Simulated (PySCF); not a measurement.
One entry of a table of gas-phase calculations, keyed by method. Lists by class give the value and the number of equivalent atoms.

```json
{
 "formula": "C3H13FSSi3",
 "smiles": "CC[SiH2][Si@H](F)S[SiH2]C",
 "inchi": "InChI=1S/C3H13FSSi3/c1-3-7-8(4)5-6-2/h8H,3,6-7H2,1-2H3/t8-/m1/s1",
 "charge": 0,
 "multiplicity": 1,
 "geometry_level": "GFN2-xTB",
 "electronic_structure_code": "PySCF",
 "results": {
  "GFN2-xTB geometry": {
   "point_group": "C1",
   "rotational_constants_GHz": [1.599, 0.48, 0.44]
  },
  "PBE0/pcSseg-1 ground state and GIAO shieldings, non-relativistic": {
   "dipole_D": 1.35,
   "homo_eV": -7.24,
   "lumo_eV": -0.79,
   "shift_vs_computed_TMS_C_by_class_ppm": [
    [13.8, 1],
    [3.1, 1],
    [1.7, 1]
   ],
   "shift_vs_computed_TMS_H_by_class_ppm": [
    [6.26, 1],
    [5.09, 1],
    [4.87, 1],
    [4.03, 1],
    [3.81, 1],
    [1.21, 3],
    [0.82, 1],
    [0.6, 1],
    [0.54, 3]
   ],
   "shielding_other_nuclei_by_class_ppm": [
    ["F", 368.2, 1],
    ["Si", 311.2, 1],
    ["Si", 379.1, 1],
    ["Si", 423.4, 1],
    ["S", 722.1, 1]
   ]
  }
 }
}
```

The dipole matches unit charges of opposite sign 0.28 Å apart (1 e·Å = 4.8032 D). The rotational constants make it an asymmetric top with κ = (2B − A − C)/(A − C) = -0.93, nearer the prolate limit (−1). With B = h/(8π²I), that is 505.379 GHz u Å² over I, the principal moments of inertia are 316.0, 1053.1 and 1149.9 u Å² (most abundant isotopes); the inertial defect Ic − Ia − Ib is -219.2 u Å² (zero for a rigid planar frame, negative otherwise). A dipole of 1.35 D is allowed in C1, and pure rotational transitions are dipole-allowed.

 NMR classes are plain means over equivalent atoms (diastereotopic ones count apart unless rotation or inversion swaps them), as if these changed places fast; in this geometry the members of some classes differ.

Conformer computed: `[CH3:1][CH2:2][SiH2:3][Si@H:4]([F:5])[S:6][SiH2:7][CH3:8]`: C1–C2–Si3–Si4 -179°, C2–Si3–Si4–F5 177°, Si3–Si4–S6–Si7 79°, Si4–S6–Si7–C8 74°.

One conformer stands for the species.
